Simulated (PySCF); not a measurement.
Species: C5H14NPSi2.
Atom-mapped SMILES: `[CH2:1]=[CH:2]/[CH:3]=[CH:4]/[CH2:5][N:6]([SiH3:7])[SiH2:8][PH2:9]` (hydrogens: H10, H11 on C1; H12 on C2; H13 on C3; H14 on C4; H15, H16 on C5; H17, H18, H19 on Si7; H20, H21 on Si8; H22, H23 on P9)

Cartesian coordinates in Å at the GFN2-xTB level; atoms count from 1:
```
atom  x, y, z in Å
C1    -4.237   -0.537   -0.308
C2    -3.050   -0.044   -0.644
C3    -1.957    0.120    0.286
C4    -0.757    0.590   -0.052
C5     0.398    0.716    0.884
N6     1.442   -0.249    0.565
Si7    1.221   -1.853    1.198
Si8    2.511    0.085   -0.755
P9     2.401    2.281   -1.173
H10   -4.453   -0.846    0.702
H11   -5.032   -0.653   -1.024
H12   -2.856    0.258   -1.665
H13   -2.155   -0.159    1.314
H14   -0.540    0.861   -1.078
H15    0.071    0.558    1.916
H16    0.820    1.728    0.807
H17    2.488   -2.538    0.979
H18    0.125   -2.556    0.526
H19    0.919   -1.685    2.620
H20    3.839   -0.384   -0.349
H21    2.117   -0.587   -2.004
H22    3.230    2.664   -0.134
H23    3.448    2.258   -2.073
```

Hirshfeld charges (e) from the PBE0/pcSseg-1 density (PySCF), one withheld:

```csv
atom,bonded to,charge
C1,C2 H10 H11,-0.0987
C2,C1 C3 H12,-0.0446
C3,C2 C4 H13,-0.0472
C4,C3 C5 H14,-0.0430
C5,C4 N6 H15 H16,-0.0263
N6,C5 Si7 Si8,-0.2624
Si7,N6 H17 H18 H19,?
Si8,N6 P9 H20 H21,+0.3090
P9,Si8 H22 H23,-0.0094
H10,C1,+0.0449
H11,C1,+0.0474
H12,C2,+0.0491
H13,C3,+0.0456
H14,C4,+0.0380
H15,C5,+0.0430
H16,C5,+0.0311
H17,Si7,-0.0731
H18,Si7,-0.0845
H19,Si7,-0.0785
H20,Si8,-0.0826
H21,Si8,-0.0887
H22,P9,-0.0060
H23,P9,-0.0055
```

(1) What is the charge on Si7?

(2) Add each hydrogen's charge to the atom that carries it.

(3) Across which bond do the charges differ most?

(4) Take the bonds between elements whose Pauling electronegativities differ by more than 0.25. In how many does the more electronegative atom carry the lower charge?

(5) How much positive and how much negative charge does this set hold in all?

Answers

(1) The charges add up to the total charge, 0. The others sum to -0.3424, which leaves +0.3424 e for Si7 (SiH3 silicon); the computed value is +0.3422, the difference coming from rounding and the integration grid.

(2) C1 -0.0064, C2 +0.0045, C3 -0.0016, C4 -0.0050, C5 +0.0478, Si7 +0.1061, Si8 +0.1377, P9 -0.0209. Atoms without hydrogen keep their charges.

(3) Si7–N6: +0.3422 on Si7 against -0.2624 on N6, a difference of 0.6046 e. The lower charge is on the more electronegative element of the two (Pauling values: N 3.04, Si 1.90).

(4) In 16 of 16.

(5) +0.9503 e on 9 atoms and -0.9505 e on 14.

The Hirshfeld scheme weights the molecular density at each point by an atom's share of the summed free-atom densities. One conformer (not necessarily the lowest) at the GFN2-xTB geometry, without solvent, vibrations or thermal averaging.

These values come from a run that also computed NMR shieldings. On Intel Xeon 6975P-C, one thread, no GPU (shared host), this took 49 s of wall time and 1.1 GiB of memory at its peak.
